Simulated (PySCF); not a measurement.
PtH₃⁺ (singlet). Computed with PBE0 in PySCF with Pt def2-TZVP with ECP60, H def2-TZVP; scalar-relativistic core potentials, no spin–orbit coupling; density-fitted integrals.

Harmonic bands of its minimum:

```json
{"ω (cm⁻¹)": "822", "IR (km/mol, summed over degenerate members)": "4.8", "degeneracy": "2"}
{"ω (cm⁻¹)": "870", "IR (km/mol, summed over degenerate members)": "13.4", "degeneracy": "1"}
{"ω (cm⁻¹)": "2481", "IR (km/mol, summed over degenerate members)": "130", "degeneracy": "2"}
{"ω (cm⁻¹)": "2522", "IR (km/mol, summed over degenerate members)": "122", "degeneracy": "1"}
```

Question: The central atom is Pt. Infer the point group and assign the bands.

Answer: C3v. The modes span 2e + 2a1: 822 e, 870 a1, 2481 e, 2522 a1. The computed geometry has Pt–H 1.510 Å (×3); H–Pt–H 83.6° (×3).

Other isomers or separated fragments may lie lower. No spin–orbit coupling is included, which matters more the heavier the element.
